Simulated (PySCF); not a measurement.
Method: TPSSh-D3(BJ)/def2-TZVP // B3LYP-D3(BJ)/def2-TZVP (PySCF 2.14.0). Gas-phase values, no solvent. One relaxed conformer stands for a flexible species; it need not be the lowest. Excitations are Tamm–Dancoff values on a coarser integration grid. The basis has no diffuse functions, so Rydberg states are missing or too high.

Reference species (SMILES): `SC(O)=C` (S–C–O–H torsion 180°, O–C–S–H torsion -180°) (neutral, multiplicity 1).

| Property | Result |
|---|---|
| HOMO–LUMO gap | 5.59 eV |
| S1–T1 gap (TDA) | 0.83 eV |
| T1 excitation (TDA) | 4.16 eV |

Changed species: `CC(O)=S` (S–C–O–H torsion 0°).

Problem. Give the shifts of the HOMO–LUMO gap, S1–T1 gap (TDA) and T1 excitation (TDA).

Solution. the HOMO–LUMO gap falls by 1.44 eV, to 4.15 eV; the S1–T1 gap (TDA) decreases by 0.40 eV, to 0.43 eV; the T1 excitation (TDA) decreases by 1.10 eV, to 3.06 eV.
